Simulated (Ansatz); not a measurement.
C2H7BO can be A, `CB(C)O`, or B, `CCBO`.

Gas-phase electronic energies from Ansatz, PBE0-D4/def2-TZVP geometries. CCSD(T)/CBS is the MP2 limit (def2-TZVPP, def2-QZVPP) plus CCSD(T) − MP2 in def2-TZVPP, frozen cores. DFT in def2-TZVPP. B3LYP here is the variant with VWN-RPA as its local correlation; programs differ in this. Each species was taken in one conformer, which may not be the lowest.

A:

Z-matrix (Å, degrees):
```
C
B 1 1.569
H 1 1.091 2 112.9
H 1 1.097 2 109.3 3 119.9
H 1 1.094 2 111.9 3 -123.4
C 2 1.576 1 122.0 3 167.9
O 2 1.364 1 116.9 3 -11.9
H 6 1.094 2 111.5 1 45.5
H 6 1.094 2 114.6 1 168.7
H 6 1.097 2 109.2 1 -70.9
H 7 0.961 2 112.9 1 -178.5
```

B:

```xyz
11

C     0.214   -1.302   -0.593
C     0.382    0.192   -0.321
B    -0.342    0.696    0.977
O    -0.983    1.886    1.062
H    -0.831   -1.556   -0.792
H     0.800   -1.628   -1.455
H     0.531   -1.895    0.269
H     0.090    0.777   -1.203
H     1.451    0.406   -0.170
H    -0.340    0.045    1.988
H    -0.973    2.380    0.237
```

Q: Which is lower in electronic energy at CCSD(T)/CBS, and by how much? (An estimate is asked.)

A: Computed: A, by 14.5 kcal/mol.

Q: Give E(B) − E(A) in kcal/mol with BLYP-D4, B3LYP-D4, B3LYP, CCSD(T)/def2-SVP, CCSD/def2-TZVPP, MP2/def2-TZVPP, PBE0-D4. (Estimate.)

A: Computed: BLYP-D4 14.7, B3LYP-D4 14.8, B3LYP 14.6, CCSD(T)/def2-SVP 13.2, CCSD/def2-TZVPP 14.3, MP2/def2-TZVPP 14.7, PBE0-D4 15.0. None reverses the order clearly.

Q: Does the order hold for the free energy at 298.15 K (harmonic terms from PBE0-D4)? (An estimate is asked.)

A: Ansatz gave: Yes: G(B) − G(A) = +15.5 kcal/mol, for one conformer each. Modes under 60 cm⁻¹, often nearly free rotors, make the harmonic entropy too high.

Largest T1 diagnostic: 0.011.

Leaving LDA and LC-ωPBE aside and taking each functional with its dispersion term where it has one, the values, not all of them listed here, spread over 2.2 kcal/mol, from ωB97X-V to B97M-V. LDA lies +0.8 kcal/mol from PBE without D4. At CCSD(T), def2-SVP lies −1.3 kcal/mol from the extrapolated value and def2-TZVPP −0.1 kcal/mol.
